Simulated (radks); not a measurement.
Problem. The table gives one normalised radial function P(r) = r R(r) (large component) of Al2+ in [Ne] 3s1 (r in bohr). Method: Dirac Kohn-Sham, LDA (Slater exchange, Perdew-Wang correlation), spin-unpolarised, spherical densities, finite nucleus; Fermi nuclear charge, rms radius 3.061 fm; computed with a radial shooting solver on a logarithmic mesh with Libxc functionals.

r,P
0.007019,0.0033
0.007914,0.0041
0.008923,0.0052
0.01006,0.0066
0.01134,0.0083
0.01279,0.0104
0.01431,0.0129
0.01613,0.0162
0.01819,0.0203
0.0205,0.0254
0.02312,0.0318
0.02607,0.0396
0.02939,0.0493
0.03314,0.0612
0.03736,0.0758
0.04212,0.0935
0.0475,0.1149
0.05355,0.1407
0.06038,0.1715
0.06808,0.2080
0.07676,0.2509
0.08654,0.3008
0.09758,0.3582
0.11,0.4234
0.124,0.4963
0.1399,0.5764
0.1577,0.6628
0.1764,0.7475
0.1989,0.8406
0.2242,0.9328
0.2528,1.0205
0.285,1.0989
0.3214,1.1634
0.3624,1.2091
0.4086,1.2319
0.4606,1.2285
0.5194,1.1972
0.5856,1.1383
0.6603,1.0541
0.7444,0.9485
0.8394,0.8273
0.9464,0.6975
1.067,0.5663
1.203,0.4411
1.356,0.3282
1.529,0.2322
1.724,0.1552
1.944,0.0973
2.175,0.0590
2.452,0.0320
2.765,0.0158
3.117,0.0070
3.514,0.0028
3.963,0.0010
4.468,0.0003
5.037,0.0001
5.68,0.0000
6.404,0.0000
7.22,0.0000

Which n and l does it have? It may be an empty orbital.

Solution. n = 2, l = 1: the number of nodes gives n - l - 1 = 0, the rise at small r points to l (this Dirac orbital starts outside the nucleus as r^gamma with gamma = sqrt((l + 1)^2 - (Z/c)^2) = 2.00; the j = 3/2 orbital of l + 1 starts with the same power, but with a smaller coefficient, and then steepens), and the extent must fit the shell. The curve is that of 2p3/2; the two j differ most near the nucleus, where j = l - 1/2 has the larger amplitude, and in heavy atoms j = l - 1/2 is also the more compact. 2p3/2: eigenvalue -90.223 eV, 0 radial nodes, <r> = 0.602 bohr, 90 % of the charge inside 1.02 bohr.
